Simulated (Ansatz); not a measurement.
`CB(O)C=O` + H₂ → `CBO` + `C=O` at 500 K and 1 bar (hydrogenolysis of a B–C bond).

Calculated with Ansatz (gas phase, PBE0-D4/def2-TZVP geometries, no zero-point term in ΔE). CCSD(T)/CBS is the MP2 limit (def2-TZVPP, def2-QZVPP) plus CCSD(T) − MP2 in def2-TZVPP, frozen cores. This one scheme is used for every species. Each species was taken in one conformer, which may not be the lowest.

```tsv
species	CCSD(T)/CBS energy (Eh)	H − E (kJ/mol)	S (J/(mol·K))
`CB(O)C=O`	-254.29980	237.5	379.7
H₂	-1.17544	41.0	145.5
`CBO`	-141.08489	198.4	313.3
`C=O`	-114.39408	87.9	238.5
```

H − E and S are ideal-gas, rigid-rotor, harmonic terms from PBE0-D4/def2-TZVP, for one conformer and one mirror image of each species. The MP2-based limit puts H₂ 0.8 mEh under its directly extrapolated value; such offsets cancel only in part. 1 Eh = 2625.50 kJ/mol, R = 8.31446 J/(mol·K).

Question: By hand: ΔE, ΔH, ΔS and ΔG.

Answer: ΔE = (-141.08489) + (-114.39408) − (-254.29980) − (-1.17544) = -0.00373 Eh = -9.8 kJ/mol. Δ(H − E) = 198.4 + 87.9 − 237.5 − 41.0 = 7.8, so ΔH = -2.0 kJ/mol. ΔS = 313.3 + 238.5 − 379.7 − 145.5 = 26.6 J/(mol·K). ΔG = -2.0 − 500 × (26.6)/1000 = -15.3 kJ/mol.

Question: By hand: the equilibrium constant, and the temperature at which ΔG would vanish if ΔH and ΔS stayed fixed.

Answer: log₁₀ K = −ΔG/(RT ln 10) = 1.6. ΔH and −TΔS have one sign here, so there is no such temperature.

TΔS isn't small against ΔH here. A doubt of 5 kJ/mol in ΔE shifts log₁₀ K by 0.5 here. Other conformers and mirror images would add mixing entropy, several J/(mol·K) or more a flexible species. These are equilibria of isolated gas molecules and say nothing of rates. Largest T1 diagnostic: 0.015 (customary marks: 0.02 for closed shells, 0.045 for open ones).
